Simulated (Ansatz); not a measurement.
Species: sum formula Si₂NH₆, charge 0, multiplicity 2. It need not be the lowest isomer of its formula. 
Structure (B3LYP-D3(BJ)/def2-TZVP (Ansatz, an electronic-structure program) minimum search):
SMILES: N[SiH2][SiH2]
```xyz
9

N     -1.7069    -0.6543     0.2502
Si    -0.5854     0.6320     0.0008
Si     1.5395    -0.3187    -0.2346
H     -1.5570    -1.3337     0.9790
H     -2.6900    -0.5175     0.0747
H     -0.5409     1.6696     1.0745
H     -0.9946     1.3340    -1.2392
H      1.7071    -1.5605     0.5686
H      2.6680     0.6032     0.0640
```
Charge 0, spin multiplicity 2.

Atomisation energy built up term by term with Ansatz (kcal/mol; UHF references for open shells; valence terms freeze the core; atomic spin-orbit terms are left out). Basis-set limits of correlation are two-point, X^-3; Hartree-Fock from the larger set.

```csv
term,basis,kcal/mol
Hartree-Fock,aug-cc-pV(Q+d)Z,[?]
CCSD correlation,"CBS(aug-cc-pV(T+d)Z,aug-cc-pV(Q+d)Z)",164.96
(T),"CBS(aug-cc-pV(T+d)Z,aug-cc-pV(Q+d)Z)",[?]
core correlation,cc-pwCVTZ,0.34
scalar relativity (X2C),cc-pVTZ-DK against cc-pVTZ,-1.55
sum: De,,[?]
```

### Question
What belongs in the gaps?

### Answer

- Hartree-Fock, kcal/mol: 463.09
- (T), kcal/mol: 7.55
- sum: De, kcal/mol: 634.4
